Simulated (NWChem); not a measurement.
Molecule: AlH₂Cl; SMILES [AlH2][Cl]

```xyz
4

Al     0.0000     0.0000     1.0738
H      0.0000    -1.4007     1.8030
H      0.0000     1.4007     1.8030
Cl     0.0000     0.0000    -1.0333
```
Atoms are numbered in this order, from 1.

Geometry: optimised at PBE0/def2-SVP.

Symmetry labels are those of C2v in the frame above (b1 and b2, or b-type labels, depend on it).

List the 4 lowest vertical singlet excitations from PBE0/def2-SVPD, TDA (NWChem).


| state | energy (eV) | oscillator strength | symmetry | leading excitation (squared amplitude) |
|---|---|---|---|---|
| S1 | 5.42 | 0.000 | a2 | HOMO → LUMO (0.99) |
| S2 | 6.68 | 0.000 | a2 | HOMO−2 → LUMO (0.99) |
| S3 | 6.86 | 0.045 | a1 | HOMO−1 → LUMO (0.95) |
| S4 | 7.03 | 0.032 | b1 | HOMO−3 → LUMO (0.98) |
